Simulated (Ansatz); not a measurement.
A made-up structure of CH3Te, doublet:

C1  (-0.335, -0.711, 0.085)
Te2  (1.473, 0.663, -0.118)
H3  (-1.460, -0.269, 0.075)
H4  (-0.140, -1.899, 0.202)
H5  (0.463, 2.216, -0.244)
(Å)

It is relaxed with PBE-D4/def2-SVP and then PBE0-D4/def2-TZVP (Ansatz 0.2.0). Atoms count as bonded within 1.22 times the sum of their covalent radii (H–H: 0.88 Å). The end point is not checked to be a true minimum.

(1) Does its bonding change? (A judgement: the text doesn't fix the answer.)

Results:

(1) Computed: No: no bond forms or breaks.

Where it ends: The first stage lowers the energy by 0.81 eV in 10 steps. It ends as CH₃Te ([CH2][TeH]):
```
5
angstrom
C -0.2993 -0.6347 0.0760
Te 1.3151 0.5922 -0.1047
H -1.3037 -0.2399 0.0671
H -0.1251 -1.6957 0.1799
H 0.4130 1.9781 -0.2182
```

Labels in which every atom is bracketed show which atoms are joined, not bond orders.

For scale, one of the runs: PBE0-D4/def2-TZVP relaxation, 99 basis functions, launched by `ansatz run in.yaml --threads 2 --pin off --events-out ev --progress --plain --max-ram 4352MiB`. The run took about 19 s on 2 CPU threads of an Arm Neoverse V2 (shared host).
